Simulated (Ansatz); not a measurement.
The cluster SnSe₂. Charge 0, multiplicity 3. Geometry r2SCAN-D4/def2-TZVPD, that of the charge -1 doublet; atoms count from 1.

```xyz
3

Sn    0.2621   -0.3285   -0.5465
Se    0.2135   -1.6248    1.5138
Se   -0.4756    1.9532   -0.9672
```

In the def2 sets Sn takes a core potential; there is no spin–orbit coupling. At PBE0-D4/def2-TZVPD a singlet of charge 0 lies 0.33 eV below the triplet at the same geometry. The structure comes from a short search, and lower isomers may exist.

(1) Estimate the Mulliken populations from the PBE0/def2-TZVPD orbitals of Ansatz.

(2) Where does the spin sit?

(3) And the Mayer bond orders between bonded heavy atoms (over 0.3)?

Answers

(1) 
```tsv
atom	charge (e)	spin (α − β)
Sn1	0.62	0.10
Se2	-0.31	0.95
Se3	-0.31	0.95
```
Mulliken values and Mayer orders depend strongly on the basis. With diffuse functions, as here, like atoms can get unlike values, and bond orders can come out too low or too high.

(2) Summed by element: Sn 0.10, Se 1.90, of 2 unpaired in all. Largest on single atoms: Se2 0.95, Se3 0.95, Sn1 0.10.

(3) Sn1–Se2 1.30 (2.43 Å); Sn1–Se3 1.30 (2.43 Å). Values over 0.3 also appear between atoms too far apart for a bond (Se2–Se3 0.33 at 4.41 Å); they arise where an orbital or an unpaired electron spreads over both atoms.
